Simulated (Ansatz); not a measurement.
This geometry of ClGaH$_{4}$ (6 atoms, charge 0, multiplicity 1) is a first-order saddle point.

Computed with Ansatz 0.2.0, RKS PBE-D4/def2-SVP.

```xyz
6
Properties=species:S:1:pos:R:3
Ga 0.014 -0.076 -0.005
H 0.015 0.077 1.675
H 1.441 0.132 -0.611
H -1.424 0.071 -0.604
Cl 0.065 -2.457 0.994
H 0.040 -1.140 1.659
```

Question: Which two structures does it join? (They come from a converged band through this point; their orientation in space is the band's.)

Answer: Bonds broken: Ga1–H2, Cl5–H6. Bonds formed: Ga1–Cl5, H2–H6. ClGaH4 becomes ClGaH2 + H2.

First end point:

```xyz
6
Properties=species:S:1:pos:R:3
Ga 0.006 0.182 0.013
H -0.004 0.688 1.519
H 1.380 0.109 -0.763
H -1.365 0.049 -0.762
Cl 0.062 -2.430 0.938
H 0.070 -1.991 2.162
```

Last end point:

```xyz
6
Properties=species:S:1:pos:R:3
Ga 0.023 -0.582 -0.296
H 0.011 0.280 2.089
H 1.429 0.090 -0.488
H -1.411 0.031 -0.477
Cl 0.069 -2.722 0.127
H 0.029 -0.490 2.154
```

Question: How far does it lie above each of them?

Answer: 7.0 kJ/mol above the first and 95.8 kJ/mol above the second. This is the barrier of this one path; another mechanism may lie lower. The orbitals stay closed-shell, which can raise the energy where a bond breaks towards radicals; this wasn't checked here.

Run time: 2 min on 1 thread of Arm Neoverse V1 (shared host), peak memory 0.12 GiB.
